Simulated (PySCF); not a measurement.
## Radial density of Ar²⁺ (argon, charge +2)

M06-2X, [Ne] 3s2 3p3 3d1, high-spin 5D determinant (an excited configuration). Calculation: PySCF 2.14, in aug-cc-pVTZ-DK; the spin-free X2C one-electron Hamiltonian (Gaussian nucleus).

```
r (bohr)  4πr²ρ (e/bohr)  4πr²(ρα − ρβ)
 0.00174          0.1695         0.0000
 0.00292          0.4366         0.0001
 0.00491           1.101         0.0003
 0.00826           2.661         0.0007
  0.0139           5.967         0.0017
  0.0234           11.76         0.0049
  0.0393           18.60         0.0173
  0.0661           20.66         0.0704
   0.111           15.58         0.2511
   0.187           16.32         0.5513
   0.315           20.85         0.4115
   0.529           9.679         0.0683
   0.890           4.282         2.0330
    1.50           3.958         2.5753
    2.52          0.7685         0.6239
    4.24         0.03864         0.0379
    7.13       2.125e-05         0.0000
```

Densities and radii are taken from the X2C orbitals without a picture-change correction, which distorts them close to the nucleus.

The outer electron is Rydberg-like, and this basis confines it to a smaller radius and binds it less than a complete one would.
